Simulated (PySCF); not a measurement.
Zero-point energy (kcal/mol) of eight silicon and germanium compounds: PBE-D3(BJ) beside ωB97X-D3(BJ), computed with PySCF for isolated molecules in the bases named; differences from unrounded values. The eight are the first of their class met in an unordered collection, after screening for sound electronic states; none was chosen by its value. Each level has its own optimised geometry.

| molecule | basis | ωB97X-D3(BJ) | PBE-D3(BJ) | difference |
|---|---|---|---|---|
| Ge(H)(F)2(vinyl) (C2H4F2Ge), SMILES C=[CH][GeH]([F])[F] | def2-SVP | 35.13 | 33.52 | -1.62 |
| C₃H₁₂OSi₂, SMILES OC[C@@H]([SiH3])[SiH2]C | def2-SVP | 88.59 | 84.81 | -3.78 |
| C3H7NSi, SMILES [SiH3]N1CC=C1 | def2-SVP | 57.26 | 54.71 | -2.55 |
| Si(H)2(Cl)(NMe2) (C₂H₈ClNSi), SMILES [SiH2](N(C)C)Cl | def2-SVP | 64.51 | 61.85 | -2.65 |
| Si(F)3(GeH3) (F3GeH3Si), SMILES [GeH3][Si](F)(F)F | def2-SVP | 21.05 | 19.97 | -1.08 |
| C3H4FNSi, SMILES F[Si@H]1C=CC=N1 | def2-SVP | 41.98 | 40.03 | -1.95 |
| difluoro(fluorosilyl)silane (F3H3Si2), SMILES F[SiH2][SiH](F)F | def2-SVP | 22.45 | 21.33 | -1.12 |
| C₃H₆FNSi, SMILES C#C[C@H](N)[SiH2]F | def2-SVP | 53.47 | 50.98 | -2.49 |

PBE-D3(BJ) lies below ωB97X-D3(BJ) in 8 and above it in 0 of the eight; the mean signed difference is -2.16 and the largest -3.78 kcal/mol.
